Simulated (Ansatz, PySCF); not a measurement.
HClSi, triplet, at a GFN2-xTB geometry (the spin is typed, not shown lowest). Base run: PySCF with WB97X/6-31G*.

PySCF was given this input:
```python
from pyscf import gto, scf, dft

mol = gto.M(
    atom='''
Si    0.863965   -0.226108    0.581914
H     2.081884   -0.477659   -0.161557
Cl   -0.833964    0.214304   -0.469720
''',
    basis='6-31g*',
    charge=0,
    spin=2,
    verbose=4,
)

mf = dft.UKS(mol)
mf.xc = 'wb97x'
mf.kernel()
```

The same geometry, method and basis name were run in Ansatz (a program for electronic structure) and PySCF, at each program's defaults and at the settings that a row names. The base is PySCF at its defaults. Differences at the defaults can come from grids, fitting, cores and function types together.

```
code and settings                                                               ΔE vs base (mEh)  basis functions      E (Eh)  SCF cycles  dipole (D)
------------------------------------------------------------------------------  ----------------  ---------------  ----------  ----------  ----------
PySCF, defaults (exact integrals, its default grid, spherical functions)                   0.000               38  -750.17255          10        1.39
Ansatz, defaults (factorised integrals, its default grid, Cartesian functions)            -4.373               40  -750.17692           -           -
PySCF, density fitting with def2-universal-jkfit                                          -0.025               38  -750.17257          10        1.39
PySCF, fine grid                                                                          -0.002               38  -750.17255          10        1.39
Ansatz, high accuracy, Cartesian functions as the basis file defines them                 -4.373               40  -750.17692           -           -
```

Open shells are given as the SCF converged; they aren't shown to be the lowest states, and a large step between rows can be another state.
